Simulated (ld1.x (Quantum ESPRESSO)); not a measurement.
## silicon: one change to a TM semilocal potential, before and after

* Element: silicon
* Generator: ld1.x (Quantum ESPRESSO) 7.5
* Type: norm-conserving Troullier–Martins (semilocal form)
* Functional: LDA (PZ)
* Relativity: scalar-relativistic
* Frozen core: [Ne]
* Valence charge: 4
* Reference configuration: 3s2 3p0 (charge +2)
* Partial waves: 3s (bound): rc 1.35 bohr; 3d channel at 0.25 Ry: rc 1.65 bohr; 3p (bound, empty): rc 1.65 bohr
* Local potential: the p channel
* Core correction: none

All-electron outer shells of the reference configuration (LDA (PZ), scalar-relativistic, ld1.x):

| shell | level (eV) | outermost node (bohr) | outermost maximum (bohr) |
| --- | --- | --- | --- |
| 3s | -28.66 | 0.72 | 1.69 |
| 3p | -20.66 | 0.71 | 1.89 |

Change: all radii scaled by about 1.21 (s 1.64, p 2.00, d 2.00 bohr).

Cutoffs: the cutoffs (Ry, on a coarse ladder) from which the occupation-weighted sum of valence levels, in a spherical-Bessel basis at the reference potential, stays within 10 and 1 mRy of its value at 400 Ry; they do not see the model core or the augmentation charge, which bear on the density cutoff. Errors are all-electron minus pseudo energies relative to the spin-unpolarised reference configuration.

Question: What does the change do?

Answer: The potential gets softer (35 Ry and 80 Ry → 18 Ry and 40 Ry); of the 9 tests that both files solve, the error grows in 0 and shrinks in 2 by more than 15 % and 0.3 meV (median size 40.3 → 39.0 meV); neither file shows a bound ghost. A larger radius leaves more room for a smooth pseudo-wave, so fewer plane waves are needed. A semilocal file is local in each channel, so a ghost entry of none says nothing of the separable form that plane-wave codes build from it.

```csv
quantity,base,changed
"cutoff, loose",35 Ry,18 Ry
"cutoff, tight",80 Ry,40 Ry
bound ghosts,none,none
"error for 3s2 3p2, meV [ΔE -23.94 eV]",+48,+44
"error for 3s2 3p1, meV [ΔE -16.11 eV]",+22,+21
"error for 3s1 3p0, meV [ΔE 34.14 eV]",+96,+98
"error for 3s0 3p4, meV [ΔE -10.16 eV]",+29,+20
"error for 3s2 3p2.3, meV [ΔE -24.90 eV]",+52,+48
"error for 3s2 3p1.5, meV [ΔE -20.98 eV]",+37,+34
"error for 3s1 3p2, meV [ΔE -8.70 eV]",+13,+9.9
"error for 3s2 3p2 (spin-polarised), meV [ΔE -24.55 eV]",+92,+88
"error for 3s2 3p1 (spin-polarised), meV [ΔE -16.32 eV]",+40,+39
```
